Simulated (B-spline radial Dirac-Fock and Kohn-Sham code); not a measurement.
**Dipole and non-dipole photoemission parameters of Sc³⁺ 3p1/2**

System: the Sc³⁺ ion in the configuration [Ne] 3s2 3p6; threshold 72.41 eV (orbital energy of the model). Method: Dirac-Hartree-Slater photoionisation with a Latter tail; cross sections with all multipoles, angular parameters from the dipole term and its interference with E2. Computed with a radial finite-basis atomic code.

Input of the calculation (task.json; shells as n, l, electrons):

```json
{"items": [{
  "Z": 21,
  "q": 3,
  "cfg": [[1, 0, 2], [2, 0, 2], [2, 1, 6], [3, 0, 2], [3, 1, 6]],
  "A": 45,
  "rrms": 3.5459,
  "do": "xps",
  "hv": [60, 67.4, 94.2, 150, 307.0, 339.0, 397.0, 463.0, 464.0, 600, 669.0, 721.0, 752.0, 957.0, 1720.0, 1810.0, 2000, 2260.0, 2340.0, 2910.0, 4000, 4060.0, 4160.0, 4180.0, 5040.0, 5240.0, 8047.8, 9251.7, 13400.0, 15000]
}]}
```

Launch: `python xray2_run.py task.json out`

For linearly polarised light dσ/dΩ = σ/(4π) [1 + β P₂(cos θ) + (δ + γ cos²θ) sin θ cos φ], with θ from the polarisation vector and φ the angle between the beam and the projection of the electron momentum on the plane normal to the polarisation.

| hν (eV) | σ (kb) | β | γ | δ |
| --- | --- | --- | --- | --- |
| 94.2 | 464 | 0.708 | 0.119 | 0.008 |
| 150 | 376 | 1.384 | 0.008 | -0.002 |
| 307 | 130 | 1.626 | 0.009 | 0.004 |
| 339 | ? | ? | ? | ? |
| 397 | 78.7 | 1.627 | 0.057 | 0.006 |
| 463 | 57.1 | 1.617 | 0.093 | 0.007 |
| 464 | 56.9 | 1.617 | 0.093 | 0.007 |
| 600 | 32.1 | 1.582 | 0.170 | 0.010 |
| 669 | 24.9 | 1.561 | 0.206 | 0.011 |
| 721 | 20.8 | 1.545 | 0.232 | 0.012 |
| 752 | 18.8 | 1.536 | 0.247 | 0.013 |
| 957 | 10.3 | 1.474 | 0.338 | 0.018 |
| 1720 | 2.12 | 1.277 | 0.582 | 0.039 |
| 1810 | 1.83 | 1.257 | 0.605 | 0.042 |
| 2000 | 1.37 | 1.217 | 0.648 | 0.048 |
| 2260 | 0.957 | 1.166 | 0.701 | 0.056 |
| 2340 | 0.862 | 1.152 | 0.715 | 0.058 |
| 2910 | 0.445 | 1.057 | 0.808 | 0.075 |
| 4000 | 0.163 | 0.915 | 0.936 | 0.108 |
| 4060 | 0.155 | 0.908 | 0.942 | 0.110 |
| 4160 | 0.144 | 0.897 | 0.951 | 0.113 |
| 4180 | 0.141 | 0.895 | 0.953 | 0.113 |
| 5040 | 0.0768 | 0.811 | 1.024 | 0.138 |
| 5240 | 0.0675 | 0.794 | 1.038 | 0.143 |
| 8047.8 | 0.0158 | 0.614 | 1.189 | 0.215 |
| 9251.7 | 0.00969 | 0.559 | 1.238 | 0.242 |
| 13400 | 0.00259 | 0.428 | 1.368 | 0.327 |
| 15000 | 0.00172 | 0.392 | 1.409 | 0.356 |

Q: Give the values at 339 eV.

A: σ = 108 kb, β = 1.630, γ = 0.025, δ = 0.005.
